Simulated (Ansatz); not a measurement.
Li9. Total charge 0; doublet. Geometry r2SCAN/def2-TZVP.

```xyz
9

Li   -0.566    2.696   -0.219
Li    1.618   -1.560    1.612
Li   -2.405    0.109   -0.812
Li    0.159    1.052   -2.548
Li   -0.001    0.000   -0.003
Li    2.266    1.132   -0.084
Li   -0.538    0.735    2.366
Li   -1.216   -2.196    1.145
Li    0.684   -1.966   -1.458
```

HSE06 is defined as in plane-wave codes, on full-range PBE exchange. The structure comes from a short search, and lower isomers may exist.

**Question.** Estimate the α-spin orbital energies around the gap (eV) in Ansatz with PBE/def2-TZVPD, revPBE/def2-TZVP, PBE0/def2-TZVP, HSE06/def2-TZVP, BHLYP/def2-TZVP.

**Answer.** 
```
orbital  PBE/def2-TZVPD  revPBE/def2-TZVP  PBE0/def2-TZVP  HSE06/def2-TZVP  BHLYP/def2-TZVP
 HOMO−5          -48.64            -48.74          -52.70           -52.28           -57.13
 HOMO−4           -4.85             -4.81           -5.76            -5.34            -6.44
 HOMO−3           -3.76             -3.72           -4.39            -4.02            -4.78
 HOMO−2           -3.37             -3.33           -3.86            -3.53            -4.15
 HOMO−1           -3.36             -3.32           -3.85            -3.52            -4.14
   HOMO           -2.32             -2.30           -2.71            -2.40            -2.86
   LUMO           -1.95             -1.89           -1.44            -1.76            -0.71
 LUMO+1           -1.94             -1.88           -1.44            -1.75            -0.71
 LUMO+2           -1.78             -1.70           -1.27            -1.58            -0.65
 LUMO+3           -1.66             -1.57           -1.16            -1.46            -0.54
 LUMO+4           -1.64             -1.57           -1.12            -1.43            -0.36
 LUMO+5           -1.31             -1.20           -0.72            -1.03             0.01
 β HOMO           -3.32             -3.28           -3.79            -3.45            -4.05
 β LUMO           -1.83             -1.79           -1.34            -1.66            -0.70
```
